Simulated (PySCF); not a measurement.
PySCF was given this input:
```python
from pyscf import gto, scf, mcscf
import numpy

mol = gto.Mole()
mol.atom = '''
    C    -2.09178810   -0.30607366    1.14272974
    N    -1.35836128   -0.12764019   -0.09422035
    C    -1.88076540   -0.98339497   -1.14019592
    Ge    0.48537017    0.14040994    0.00271849
    C     1.75898473   -1.19288882    0.72290096
    O     1.02276730    0.48309750   -1.62953841
    O     0.67207895    1.60692974    0.95278591
    H    -1.64397905    0.30386198    1.92483230
    H    -3.12744623    0.01384170    0.99640348
    H    -2.10311849   -1.35091646    1.47783555
    H    -1.27183256   -0.87067164   -2.03377034
    H    -1.88969173   -2.04159271   -0.85139535
    H    -2.90702573   -0.68431113   -1.37082834
    H     2.66744309   -0.67346758    1.00617013
    H     1.35130654   -1.69512536    1.59439700
    H     1.99092648   -1.92719088   -0.04121566
    H     0.70568441    1.29475984   -2.02055803
    H    -0.07294052    2.20510203    0.95209098
'''
mol.basis = 'sto-3g'
mol.verbose = 4
mol.build()

mf = scf.RHF(mol)
mf.kernel()
mc = mcscf.CASSCF(mf, 9, 10)
mc.fix_spin_(ss=0.0)
mc.kernel()
occ = numpy.linalg.eigvalsh(mc.fcisolver.make_rdm1(mc.ci, mc.ncas, mc.nelecas))[::-1]
ss = mc.fcisolver.spin_square(mc.ci, mc.ncas, mc.nelecas)[0]
print('natural occupations', occ.round(4), ' <S^2>', round(ss, 4))
```

Task: Estimate the SCF-reference HOMO-LUMO gap that PySCF with CASSCF(10,9)/STO-3G returns for this input.

Result: 17.82 eV

Task: Estimate the natural occupations of the active orbitals that CASSCF(10,9)/STO-3G returns for this input.

Result: 1.99, 1.99, 1.98, 1.98, 1.97, 0.03, 0.03, 0.02, 0.02

Task: Predict the SCF-reference dipole moment from CASSCF(10,9)/STO-3G.

Result: 1.47 D

Task: What is the computed SCF-reference HOMO energy (CASSCF(10,9)/STO-3G)?

Result: -7.32 eV

Task: What is the computed SCF-reference Mulliken (on the basis functions themselves) charges in atom order (CASSCF(10,9)/STO-3G)?

Result: C1 -0.09, N2 -0.46, C3 -0.09, Ge4 1.13, C5 -0.35, O6 -0.49, O7 -0.49, H8 0.05, H9 0.06, H10 0.04, H11 0.06, H12 0.04, H13 0.06, H14 0.07, H15 0.06, H16 0.06, H17 0.17, H18 0.17

Task: Roughly what does it cost on one core?

Result: very roughly 22 core-seconds.
